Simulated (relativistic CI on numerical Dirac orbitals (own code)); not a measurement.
Transition arrays of Lu³¹⁺

These numbers are calculated, not measured: Dirac-Coulomb-Breit CI, KLI orbitals optimised for each configuration, a model potential for QED, valence Slater integrals scaled by 0.9, whole transition arrays (own radial code, finite nucleus).

CI space (outside the closed core [Ar] 3d10 4s2): 4p⁶4d⁴, 4p⁶4d³4f, 4p⁵4d⁵, 4p⁶4d³5p, 4p⁶4d³5f. Levels of other configurations are missing.

All E1 lines from the levels of 4p⁶4d⁴; mean and standard deviation are weighted by gf, and upper levels are sorted by their leading configuration.

```csv
Upper configuration,Lines,Σgf,Mean (eV),Mean (nm),σ (eV),Strongest line (nm)
4p⁶4d³4f,3039,460.4,208.40,5.949,12.94,5.700
4p⁵4d⁵,3031,559.4,233.05,5.320,17.60,5.461
4p⁶4d³5p,1718,81.3,442.43,2.802,8.47,2.763
4p⁶4d³5f,2825,263.7,603.39,2.055,7.16,2.067
```

Σgf per state of the lower configuration in bins of 0.2 nm over the central range (centre: value): 2.1: 1.25, 2.7: 0.21, 2.9: 0.17, 4.9: 0.16, 5.1: 1.10, 5.3: 0.68, 5.5: 0.56, 5.7: 1.19, 5.9: 0.25, 6.1: 0.22, 6.3: 0.22, 6.5: 0.16, 6.7: 0.10, 6.9: 0.05.

(1) How do configuration mixing and the scaling of the Slater integrals move the arrays?

Results:

(1) Slater scale 0.9, no configuration mixing: 4p⁶4d³4f 204.0 ± 9.2 eV (Σgf 431.9), 4p⁵4d⁵ 209.3 ± 29.0 eV (Σgf 513.6), 4p⁶4d³5p 442.7 ± 8.4 eV (Σgf 89.1), 4p⁶4d³5f 603.4 ± 7.2 eV (Σgf 259.2); Slater scale 1: 4p⁶4d³4f 211.5 ± 14.1 eV (Σgf 435.7), 4p⁵4d⁵ 235.6 ± 17.2 eV (Σgf 600.9), 4p⁶4d³5p 442.5 ± 8.6 eV (Σgf 80.3), 4p⁶4d³5f 603.4 ± 7.3 eV (Σgf 264.2); Slater scale 0.8: 4p⁶4d³4f 205.4 ± 12.0 eV (Σgf 480.1), 4p⁵4d⁵ 230.3 ± 18.2 eV (Σgf 522.9), 4p⁶4d³5p 442.4 ± 8.3 eV (Σgf 82.2), 4p⁶4d³5f 603.3 ± 7.0 eV (Σgf 263.3). With mixing, levels are counted to their leading configuration, so an array can shrink or vanish into another, and the sums then hold other lines.
